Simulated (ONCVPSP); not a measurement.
## W (Z = 74): one change to an ONCV potential, before and after

```json
{"Element": "W", "Generator": "ONCVPSP 4.0.1", "Type": "optimised norm-conserving Vanderbilt (ONCV)", "Functional": "LDA (Perdew-Wang 92)", "Relativity": "non-relativistic", "Frozen core": "[Kr] 4d10", "Valence charge": "28", "Reference configuration": "4f14 5s2 5p6 5d4.5 6s1.5", "Partial waves": "5s+6s: rc 1.70 bohr, ncon 4, nbas 7, qcut 6.9 1/bohr, 2 projectors; 5p: rc 2.00 bohr, ncon 4, nbas 8, qcut 6.5 1/bohr, 1 projector; 5d: rc 2.40 bohr, ncon 5, nbas 9, qcut 7.6 1/bohr, 2 projectors, debl 3.2 Ha; 4f: rc 0.90 bohr, ncon 4, nbas 9, qcut 17.2 1/bohr, 2 projectors, debl 0.8 Ha", "Local potential": "polynomial inside 0.70 bohr (lpopt 5, dvloc0 3 Ha)", "Core correction": "polynomial model core, fcfact 0.55"}
```

In the f channel the program set the typed energies aside and used -1.498, 0.250 Ha.

Change: all radii but the core radius scaled by about 0.95 (s 1.60, p 1.90, d 2.28, f 0.86 bohr); local potential polynomial inside 0.66 bohr (lpopt 5, dvloc0 3 Ha).

Cutoffs: the cutoffs (Ha) at which the residual kinetic energy of the hardest occupied pseudo-wave falls to 1 and 0.1 mHa per electron; they do not see the model core or the augmentation charge, which bear on the density cutoff. Errors are all-electron minus pseudo energies relative to the spin-unpolarised reference configuration.

Task: How do hardness, ghosts and transferability respond?

Result: The potential gets harder (142 Ha and 350 Ha → 173 Ha and 464 Ha); both files keep a bound ghost (p, s); of the 4 tests that both files solve, the error grows in 0 and shrinks in 1 by more than 15 % and 0.3 meV (median size 0.2 → 0.2 meV). A smaller radius makes the pseudo-wave follow the all-electron one further in, where it bends more sharply, so more plane waves are needed.

```tsv
quantity	base	changed
cutoff, loose	142 Ha	173 Ha
cutoff, tight	350 Ha	464 Ha
loose cutoff by channel	s 18 Ha, p 10 Ha, d 15 Ha, f 142 Ha	s 20 Ha, p 10 Ha, d 15 Ha, f 173 Ha
bound ghosts	s, p	s, p
GHOST(+) flags under 300 eV	d at 258.3 eV	d at 220.6 eV
error for 4f14 5s2 5p6 5d4 6s2, meV [ΔE 0.39 eV]	-0.2	-0.2
error for 4f14 5s2 5p6 5d4 6s1, meV [ΔE 8.29 eV]	+0.1	+0.1
error for 4f14 5s2 5p6 5d4 6s0, meV [ΔE 22.49 eV]	-0.2	0.0
error for 4f14 5s2 5p5 5d4 6s2, meV [ΔE 47.13 eV]	-39	-30
rms error of d²Exc/dni dnj with the model core, mHa	1.15	1.06
```

 A true bound ghost makes a file unfit for plane-wave use even where its test errors are small: the radial tests pick states by their node count and pass the ghost by.
